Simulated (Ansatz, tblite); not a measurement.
Forces on Na₃Cl₃⁺ at its B3LYP-D4/def2-SVP geometry. Charge 1, multiplicity 2.

The xTB rows come from tblite. At PBE-D4/def2-TZVP the gap within one spin of the charge 1 doublet nearly closes, so an electron or hole may be smeared out by delocalisation error. In the doublet, Cl4 and Cl6 lie 2.71 Å apart (atoms count from 1), so these atoms are partly bonded to each other. Another isomer (doublet) lies 0.23 eV lower at PBE0-D4/def2-TZVP; other spin states weren't run for this one.

GFN1-xTB (tblite), largest force 0.53 eV/Å:

```xyz
6
positions Å, forces eV/Å
Na    0.156    3.267   -0.984   -0.011   -0.228    0.070
Na    1.703   -1.182    1.374   -0.090   -0.065   -0.031
Na   -1.835   -1.591   -0.541    0.085   -0.044    0.064
Cl    1.240    1.255    0.305   -0.463   -0.044   -0.252
Cl   -0.128   -2.731    0.818    0.015    0.320   -0.096
Cl   -1.136    0.983   -0.972    0.465    0.061    0.245
```

GFN2-xTB (tblite), largest force 0.32 eV/Å:

```
Na -0.010 -0.206 0.063
Na -0.066 -0.009 -0.036
Na 0.066 0.007 0.037
Cl 0.049 -0.041 0.041
Cl 0.014 0.304 -0.091
Cl -0.052 -0.054 -0.015
```

PBE-D4/def2-TZVP (Ansatz), largest force 0.17 eV/Å:

```
Na 0.002 0.047 -0.014
Na 0.099 0.059 0.039
Na -0.094 0.037 -0.067
Cl 0.053 0.018 0.023
Cl -0.008 -0.167 0.050
Cl -0.052 0.007 -0.031
```
